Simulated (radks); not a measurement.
The table gives one normalised radial function P(r) = r R(r) of Zr+ in [Kr] 4d2 5s1 (r in bohr). All-electron calculation, scalar-relativistic Kohn-Sham, PBE, spin-unpolarised, spherical densities, finite nucleus; Fermi nuclear charge, rms radius 4.2694 fm. Program: a radial shooting solver on a logarithmic mesh with Libxc functionals.

r              P
0.004717   0.0175
0.005491   0.0230
0.006342   0.0298
0.007383   0.0390
0.008527   0.0502
0.009926   0.0654
0.01146    0.0838
0.01335    0.1083
0.01541    0.1373
0.01794    0.1754
0.02072    0.2194
0.02412    0.2755
0.02786    0.3383
0.03243    0.4148
0.03746    0.4961
0.04361    0.5884
0.05036    0.6778
0.05863    0.7665
0.06771    0.8356
0.07882    0.8790
0.09103    0.8772
0.106      0.8134
0.1224     0.6808
0.1425     0.4561
0.1645     0.1651
0.1916    -0.2083
0.2212    -0.5948
0.2575    -0.9918
0.2974    -1.3084
0.3463    -1.5312
0.3999    -1.6069
0.4655    -1.5382
0.5376    -1.3539
0.6259    -1.0790
0.7228    -0.7941
0.8415    -0.5182
0.9718    -0.3112
1.131     -0.1604
1.307     -0.0750
1.521     -0.0287
1.757     -0.0097
2.045     -0.0025
2.362     -0.0006
2.75      -0.0001
3.175     0.0000
3.697     0.0000
4.269     0.0000
4.97      0.0000
5.74      0.0000
6.682     0.0000
7.717     0.0000
8.984     0.0000
10.38     0.0000
12.08      0.0000
13.95      0.0000

Which n and l does it have? It may be an empty orbital.

Answer. n = 3, l = 1: the number of nodes gives n - l - 1 = 1, the rise at small r (about r^(l+1), flatter next to the nucleus through relativity) gives l, and the extent must fit the shell. The curve is that of 3p. 3p: eigenvalue -324.34 eV, 1 radial node at r = 0.176 bohr, <r> = 0.462 bohr, 90 % of the charge inside 0.700 bohr.
